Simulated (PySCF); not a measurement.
# How methods differ on the ionisation energy of P⁺

P⁺ [Ne] 3s2 3p2 (3P) → P²⁺ [Ne] 3s2 3p1 (2P), as a difference of total energies. Calculation: PySCF 2.14, in aug-cc-pVDZ-DK; the spin-free X2C one-electron Hamiltonian (Gaussian nucleus). Correlated levels: valence: [Ne] frozen. The calculations carry no spin-orbit coupling.

```tsv
method	ionisation energy (eV)	plus first-order spin-orbit estimate	difference from reference of that sum (eV)
UHF	19.160	19.154	-0.615
MP2 (valence)	19.478	19.472	-0.297
SCS-MP2 (valence)	19.399	19.393	-0.376
CCSD (valence)	19.509	19.503	-0.266
CCSD(T) (valence)	19.521	19.515	-0.254
CCSDT (valence)	19.523	19.517	-0.252
FCI (valence)	19.525	19.519	-0.250
```

Reference: 19.769 eV (semi-empirical (NIST evaluation); NIST Atomic Spectra Database, ionization energies).

A first-order spin-orbit estimate (lowest level to lowest level, LS coupling) adds -0.006 eV.

Errors of the correlated levels include the incompleteness of this basis and the frozen core.
